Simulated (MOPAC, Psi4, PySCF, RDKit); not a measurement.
Relaxed torsion scan: SMILES F[SiH2][Si](Cl)(Cl)Cl (H2Cl3FSi2). Scanned: dihedral F1–Si2–Si3–Cl4; all other coordinates were relaxed at GFN2-xTB. GFN2-xTB can order the conformers of Si and Ge chains otherwise than DFT does. Heavy atoms are numbered in the order of the SMILES F[SiH2][Si](Cl)(Cl)Cl, hydrogens after them in the order of the atoms that carry them; the mirror image has the same energies with the sign of each dihedral reversed.

- AM1, restricted, heats of formation // GFN2-xTB (MOPAC)
- UFF // GFN2-xTB (RDKit)
- RKS-B3LYP/LANL2DZ = restricted B3LYP/LANL2DZ, with its core potentials past Ne // GFN2-xTB in PySCF
- MP2/cc-pVTZ = DF-MP2 (frozen core)/cc-pVTZ // GFN2-xTB run with Psi4 1.11

Energies relative to the lowest point of each profile, in kcal/mol; the last columns give the difference from MP2:

```csv
φ / °,AM1,UFF,RKS-B3LYP/LANL2DZ,MP2/cc-pVTZ,AM1 − MP2/cc-pVTZ,UFF − MP2/cc-pVTZ,RKS-B3LYP/LANL2DZ − MP2/cc-pVTZ
0,0.09,1.21,0.97,1.07,-0.98,0.14,-0.10
10,0.09,1.12,0.90,1.00,-0.91,0.13,-0.10
20,0.07,0.90,0.73,0.80,-0.73,0.10,-0.07
30,0.04,0.61,0.49,0.54,-0.50,0.07,-0.05
40,0.04,0.31,0.26,0.28,-0.24,0.02,-0.02
50,0.01,0.09,0.08,0.08,-0.08,0.01,0.00
60,0.00,0.00,0.00,0.00,0.00,0.00,0.00
70,0.01,0.07,0.05,0.05,-0.04,0.01,-0.01
80,0.02,0.27,0.21,0.23,-0.21,0.04,-0.02
90,0.05,0.56,0.43,0.49,-0.44,0.07,-0.06
100,0.08,0.87,0.68,0.76,-0.69,0.10,-0.08
110,0.09,1.11,0.88,0.98,-0.89,0.13,-0.09
```

AM1 is furthest from MP2/cc-pVTZ at 0 (-0.98 kcal/mol, below); its mean absolute difference over the points is 0.47 kcal/mol.

UFF is furthest from MP2/cc-pVTZ at 0 (0.14 kcal/mol, above); its mean absolute difference over the points is 0.07 kcal/mol.

RKS-B3LYP/LANL2DZ is furthest from MP2/cc-pVTZ at 0 (-0.10 kcal/mol, below); its mean absolute difference over the points is 0.05 kcal/mol.
